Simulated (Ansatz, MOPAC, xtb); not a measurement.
Spectroscopic constants of AsH, multiplicity 3 (the spin of the measured ground state). No spin–orbit coupling. As is treated without relativity.

Seven points along R, fitted to fifth degree in 1/R; most abundant isotopes. Runs in def2 and cc sets follow the lowest solution found near the PBE0 minimum.

Codes used: Ansatz (Gaussian orbitals); MOPAC for AM1, PM6, PM7 (differences of heats of formation); xtb for the GFN methods.  The GFN methods have no spin term and hold the electronic entropy of 300 K.

```csv
level,r_e (Å),ω_e (cm⁻¹),ω_e x_e (cm⁻¹),α_e (cm⁻¹),D_e (eV),dipole (D)
AM1,1.521,2214,18,0.037,-,-
PM6,1.512,2324,18,0.072,-,-
PM7,1.504,2008,9.0,0.024,-,-
GFN1-xTB,1.520,1974,6.5,0.26,-,-
GFN2-xTB,1.514,1874,42,0.38,-,-
SVWN5/def2-TZVPP,1.539,2108,34,0.20,3.41,0.22
PBE/def2-TZVPP,1.546,2088,35,0.20,2.96,0.15
r2SCAN/def2-TZVPP,1.528,2167,35,0.20,3.00,0.24
B97M-V/def2-TZVPP,1.532,2122,34,0.20,3.04,0.13
B3LYP/def2-TZVPP,1.535,2136,35,0.20,3.05,0.14
PBE0/def2-TZVPP,1.531,2172,34,0.19,2.90,0.22
BHLYP/def2-TZVPP,1.520,2225,34,0.19,2.96,0.21
CAM-B3LYP/def2-TZVPP,1.526,2191,33,0.19,3.04,0.20
wB97X-V/def2-TZVPP,1.525,2217,32,0.18,3.06,0.25
wB97M-V/def2-TZVPP,1.524,2199,33,0.19,2.97,0.18
B2PLYP/def2-TZVPP,1.526,2181,34,0.19,2.93,-
CCSD/def2-TZVPP,1.525,2174,35,0.20,2.79,-
CCSD/def2-QZVPP,1.519,2195,35,0.20,2.86,-
CCSD(T)/def2-TZVPP,1.527,2156,36,0.20,2.82,-
CCSD(T)/def2-QZVPP,1.522,2172,36,0.20,2.89,-
"CCSD(T)/CBS(def2-TZVPP, def2-QZVPP)",1.520,2178,35,0.20,-,-
```

D_e counts from each atom's lowest state at the same level, without counterpoise or zero-point energy.

Correlated levels freeze the inner cores; with def2 sets outer-core shells near the valence are correlated too. CBS: X⁻³ extrapolation of the correlation energy, Hartree–Fock from the larger set. The state that AM1, PM6, PM7 reach isn't checked; PM7 holds dispersion and hydrogen-bond terms.

Measured for the ground state: D_0 2.801 ± 0.03 eV (a handbook's tabulated 298 K bond energy less 3RT/2; such tables hold older values) [Luo, bond dissociation energies, CRC Handbook].

Ansatz is a quantum-chemistry and plane-wave program.
